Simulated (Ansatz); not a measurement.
The cluster Sn5Cl4⁺. Total charge 1; doublet. Geometry PBE-D4/def2-SVP.

Cartesian coordinates in Å:
```
Sn -2.335 1.119 -0.761
Sn 0.513 1.804 -1.294
Sn 0.186 -2.629 0.735
Sn 2.196 0.060 -2.722
Sn 0.662 2.012 1.672
Cl 0.990 -0.609 2.143
Cl -1.927 -1.478 -0.222
Cl -1.984 1.869 1.757
Cl 1.699 -2.147 -1.308
```

In the def2 sets Sn takes a core potential; there is no spin–orbit coupling. Another isomer (doublet) lies 0.16 eV lower at PBE0-D4/def2-SVP; other spin states weren't run for this one.

Q: Estimate the α-spin orbital energies around the gap (eV) in Ansatz with PBE-D4/def2-SVP, r2SCAN-D4/def2-SVP, PBE0-D4/def2-SVP.

A: 
```json
{"orbital": "HOMO−9", "PBE-D4/def2-SVP": "-11.54", "r2SCAN-D4/def2-SVP": "-11.94", "PBE0-D4/def2-SVP": "-12.86"}
{"orbital": "HOMO−8", "PBE-D4/def2-SVP": "-11.45", "r2SCAN-D4/def2-SVP": "-11.91", "PBE0-D4/def2-SVP": "-12.83"}
{"orbital": "HOMO−7", "PBE-D4/def2-SVP": "-11.35", "r2SCAN-D4/def2-SVP": "-11.79", "PBE0-D4/def2-SVP": "-12.71"}
{"orbital": "HOMO−6", "PBE-D4/def2-SVP": "-11.33", "r2SCAN-D4/def2-SVP": "-11.77", "PBE0-D4/def2-SVP": "-12.61"}
{"orbital": "HOMO−5", "PBE-D4/def2-SVP": "-11.10", "r2SCAN-D4/def2-SVP": "-11.53", "PBE0-D4/def2-SVP": "-12.44"}
{"orbital": "HOMO−4", "PBE-D4/def2-SVP": "-11.08", "r2SCAN-D4/def2-SVP": "-11.52", "PBE0-D4/def2-SVP": "-12.33"}
{"orbital": "HOMO−3", "PBE-D4/def2-SVP": "-10.46", "r2SCAN-D4/def2-SVP": "-10.78", "PBE0-D4/def2-SVP": "-11.39"}
{"orbital": "HOMO−2", "PBE-D4/def2-SVP": "-8.82", "r2SCAN-D4/def2-SVP": "-9.07", "PBE0-D4/def2-SVP": "-9.64"}
{"orbital": "HOMO−1", "PBE-D4/def2-SVP": "-8.42", "r2SCAN-D4/def2-SVP": "-8.63", "PBE0-D4/def2-SVP": "-9.08"}
{"orbital": "HOMO", "PBE-D4/def2-SVP": "-8.21", "r2SCAN-D4/def2-SVP": "-8.58", "PBE0-D4/def2-SVP": "-9.07"}
{"orbital": "LUMO", "PBE-D4/def2-SVP": "-7.07", "r2SCAN-D4/def2-SVP": "-7.10", "PBE0-D4/def2-SVP": "-6.63"}
{"orbital": "LUMO+1", "PBE-D4/def2-SVP": "-6.46", "r2SCAN-D4/def2-SVP": "-6.37", "PBE0-D4/def2-SVP": "-5.86"}
{"orbital": "LUMO+2", "PBE-D4/def2-SVP": "-6.46", "r2SCAN-D4/def2-SVP": "-6.36", "PBE0-D4/def2-SVP": "-5.80"}
{"orbital": "LUMO+3", "PBE-D4/def2-SVP": "-6.08", "r2SCAN-D4/def2-SVP": "-5.96", "PBE0-D4/def2-SVP": "-5.41"}
{"orbital": "LUMO+4", "PBE-D4/def2-SVP": "-5.99", "r2SCAN-D4/def2-SVP": "-5.89", "PBE0-D4/def2-SVP": "-5.32"}
{"orbital": "LUMO+5", "PBE-D4/def2-SVP": "-5.44", "r2SCAN-D4/def2-SVP": "-5.31", "PBE0-D4/def2-SVP": "-4.68"}
{"orbital": "β HOMO", "PBE-D4/def2-SVP": "-8.29", "r2SCAN-D4/def2-SVP": "-8.50", "PBE0-D4/def2-SVP": "-8.91"}
{"orbital": "β LUMO", "PBE-D4/def2-SVP": "-7.48", "r2SCAN-D4/def2-SVP": "-7.36", "PBE0-D4/def2-SVP": "-6.80"}
```
